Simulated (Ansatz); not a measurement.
Single points on `Cc1csc(-c2sc(-c3sc(-c4sc(-c5sccc5C)cc4C)cc3C)cc2C)c1`.

```yaml
crystal:
  periodic: [false, false, false]
  atoms:
    - {symbol: C, position_ang: [8.891181, 2.254743, -0.285450]}
    - {symbol: C, position_ang: [8.067294, 1.011642, -0.132212]}
    - {symbol: C, position_ang: [8.586168, -0.261955, -0.018501]}
    - {symbol: S, position_ang: [7.360690, -1.458058, 0.169632]}
    - {symbol: C, position_ang: [6.087191, -0.257488, 0.101555]}
    - {symbol: C, position_ang: [4.688169, -0.600746, 0.184321]}
    - {symbol: S, position_ang: [3.508715, 0.608434, -0.263371]}
    - {symbol: C, position_ang: [2.165292, -0.449521, 0.096214]}
    - {symbol: C, position_ang: [0.791449, -0.042828, -0.033864]}
    - {symbol: S, position_ang: [-0.441573, -1.039702, 0.702579]}
    - {symbol: C, position_ang: [-1.731059, -0.002898, 0.142430]}
    - {symbol: C, position_ang: [-3.119351, -0.283005, 0.394316]}
    - {symbol: S, position_ang: [-4.325118, 0.590001, -0.522567]}
    - {symbol: C, position_ang: [-5.643999, -0.215055, 0.288847]}
    - {symbol: C, position_ang: [-7.027280, 0.083756, 0.010383]}
    - {symbol: S, position_ang: [-8.248708, -0.495962, 1.120836]}
    - {symbol: C, position_ang: [-9.519789, 0.174439, 0.178036]}
    - {symbol: C, position_ang: [-9.035056, 0.823133, -0.932180]}
    - {symbol: C, position_ang: [-7.614387, 0.785004, -1.046685]}
    - {symbol: C, position_ang: [-6.868697, 1.415754, -2.183575]}
    - {symbol: C, position_ang: [-5.138144, -1.119890, 1.214527]}
    - {symbol: C, position_ang: [-3.726034, -1.174489, 1.287161]}
    - {symbol: C, position_ang: [-2.992965, -2.089163, 2.220594]}
    - {symbol: C, position_ang: [-1.192754, 1.063884, -0.570656]}
    - {symbol: C, position_ang: [0.217752, 1.060705, -0.676790]}
    - {symbol: C, position_ang: [0.984719, 2.129179, -1.394568]}
    - {symbol: C, position_ang: [2.647760, -1.679812, 0.530189]}
    - {symbol: C, position_ang: [4.058077, -1.784229, 0.582224]}
    - {symbol: C, position_ang: [4.765549, -3.034192, 1.009044]}
    - {symbol: C, position_ang: [6.645496, 1.004006, -0.063977]}
    - {symbol: H, position_ang: [8.749916, 2.932470, 0.572791]}
    - {symbol: H, position_ang: [9.962631, 2.020146, -0.357140]}
    - {symbol: H, position_ang: [8.603907, 2.814290, -1.190552]}
    - {symbol: H, position_ang: [9.635872, -0.558168, -0.023537]}
    - {symbol: H, position_ang: [-10.555429, 0.055810, 0.495949]}
    - {symbol: H, position_ang: [-9.677521, 1.317872, -1.664571]}
    - {symbol: H, position_ang: [-6.275712, 2.286491, -1.855039]}
    - {symbol: H, position_ang: [-7.569790, 1.763977, -2.955724]}
    - {symbol: H, position_ang: [-6.166330, 0.709125, -2.655211]}
    - {symbol: H, position_ang: [-5.786482, -1.745289, 1.833371]}
    - {symbol: H, position_ang: [-3.695010, -2.572309, 2.915157]}
    - {symbol: H, position_ang: [-2.240053, -1.548342, 2.816621]}
    - {symbol: H, position_ang: [-2.459357, -2.886684, 1.676371]}
    - {symbol: H, position_ang: [-1.816575, 1.849061, -1.005091]}
    - {symbol: H, position_ang: [0.298643, 2.808215, -1.920790]}
    - {symbol: H, position_ang: [1.681812, 1.705774, -2.136002]}
    - {symbol: H, position_ang: [1.586421, 2.736167, -0.697298]}
    - {symbol: H, position_ang: [1.983956, -2.505532, 0.798380]}
    - {symbol: H, position_ang: [5.300426, -3.507116, 0.168087]}
    - {symbol: H, position_ang: [5.513891, -2.834278, 1.792994]}
    - {symbol: H, position_ang: [4.047199, -3.767908, 1.401741]}
    - {symbol: H, position_ang: [6.036974, 1.910571, -0.119010]}
basis:
  gaussian: {orbitals: def2-SVP, initial_orbitals: start.molden}
hamiltonian: {xc: pbe}
correlation: {method: rpa}
scf: {omitted_lower_state_checks: [starts]}
```

The file start.molden holds the orbitals of an earlier run on this structure, at another level or in another basis.

```sh
$ ansatz run in.yaml --threads 2 --pin off --events-out ev --progress --plain --max-ram 32768MiB --backend cuda --devices 0, --max-vram 18GiB
```

Output, abridged:

```
Functional definition: PBE
5596 factors; integrals over basis functions are off by at most 1.5e-3 eV
mean field evaluation 1: about -80367.6878 eV, gradient 1.8e1 eV
mean field evaluation 2: about -80368.5371 eV, gradient 7.2e-1 eV
mean field evaluation 4: about -80368.4985 eV, gradient 4.1e-3 eV
mean field -80368.49847969 eV, -2953.4878434037 hartree, gradient 9.1e-6 eV, S^2 0.000000; 0 other end points of the search recorded, 0 dependent functions left out
50 core orbitals not correlated: weight in the atoms' cores, before any rotation towards them, 1.000 or more for the frozen orbitals, at most 0.000 for the correlated occupied ones
reference -80152.12368563 eV, -2945.5362163863 hartree; 76, 76 occupied and 424, 424 virtual orbitals, 5596 factors
Total energy: -80321.82481473 eV, -2951.7726178531 hartree
Checks for a lower state left out: starts
```

Hardware: 2 threads of AMD EPYC 7R13 on a shared host and a share (18 GiB) of an NVIDIA H100 80GB HBM3. Wall time 13 s, peak host memory 3.2 GiB.

Geometry: r2SCAN-D4/def2-SVP.

Correlated methods freeze 50 core orbitals.
